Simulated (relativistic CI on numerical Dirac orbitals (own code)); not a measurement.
V²⁺ in a cubic cluster: 3s photoemission with charge transfer

Computed with a charge-transfer multiplet model of a cubic metal-ligand cluster with up to 2 ligand holes, Slater and spin-orbit integrals from Dirac-Coulomb-Breit ions, Slater integrals scaled by 0.8. The ground state mixes d3 with configurations of k ligand holes L, whose averages lie at kΔ + k(k − 1)U_dd/2; a core hole lowers each added d electron by U_cd. 300 K, Lorentzian 1.4 eV and Gaussian 0.8 eV FWHM.

Atomic integrals in eV (Slater integrals scaled, ζ unscaled), ground: F2dd 7.134, F4dd 4.434, zeta_d 0.019; with the core hole: F2dd 8.156, F4dd 5.114, zeta_d 0.026, G2cd 8.402.

Cluster parameters (eV): Δ = 5.1, U_dd = 5.8, U_cd = 6.5, 10Dq(ligand) = 0.8, V(eg) = 1.55, V(t2g) = -0.75, final-state hopping factor = 0.8.

| Case | n_d | d3 | d4L | d5L2 | S |
| --- | --- | --- | --- | --- | --- |
| 10Dq = -0.65 eV | 3.20 | 0.81 | 0.18 | 0.01 | 1.50 |
| 10Dq = 0.25 eV | 3.29 | 0.72 | 0.26 | 0.02 | 1.50 |
| 10Dq = 1.15 eV | 3.26 | 0.75 | 0.24 | 0.01 | 1.50 |

Weights, n_d and S are thermal averages at 300 K. Binding energies count from the first peak over 30 % of the highest in each spectrum, which can be another peak from case to case. The parameters are a model scan and need not match a compound or its usual spin state. A negative ionic 10Dq is a model choice; hopping adds the covalent part of the field. Peaks in eV (height, largest 100):
- 10Dq = -0.65 eV: 0.0 (73), 2.0 (100), 5.6 (65), 6.8 (76), 11.5 (41)
- 10Dq = 0.25 eV: 0.0 (99), 3.7 (66), 7.9 (100), 13.4 (32)
- 10Dq = 1.15 eV: 0.0 (100), 3.7 (66), 7.8 (93), 13.1 (31)

Curve for 10Dq = 0.25 eV (points under 2 left out, the grid thinned):

(E (eV), Intensity): (-3.1, 7.0), (-2.6, 9.4), (-2.1, 13.5), (-1.6, 21.2), (-1.1, 37.2), (-0.6, 67.5), (-0.2, 93.3), (0.3, 93.0), (0.8, 61.5), (1.3, 37.3), (1.8, 28.0), (2.3, 28.9), (2.8, 39.8), (3.3, 58.7), (3.8, 65.2), (4.3, 52.0), (4.8, 41.4), (5.2, 39.2), (5.7, 39.9), (6.2, 46.2), (6.7, 63.0), (7.2, 83.0), (7.7, 97.6), (8.2, 95.3), (8.7, 67.3), (9.2, 39.8), (9.7, 24.9), (10.2, 17.9), (10.6, 15.0), (11.1, 13.3), (11.6, 13.6), (12.1, 16.4), (12.6, 22.6), (13.1, 30.1), (13.6, 30.9), (14.1, 23.9), (14.6, 16.0), (15.1, 10.3), (15.6, 7.0), (16.0, 5.5), (16.5, 4.3), (17.0, 3.4), (17.5, 2.9), (18.0, 2.4), (18.5, 2.1)

For the case 10Dq = 0.25 eV, Δ = 5.1 eV is smaller than U_dd = 5.8 eV, the charge-transfer side of the Zaanen-Sawatzky-Allen scheme. With the core hole the average of the configuration with one ligand hole lies at Δ − U_cd = -1.4 eV before mixing: the effective hopping of about 2.6 eV (from the holes of the mixed ground state) is comparable with this gap or larger, so the configurations mix strongly.

Without intra-shell correlation the exchange splitting of the 3s hole comes out too large.
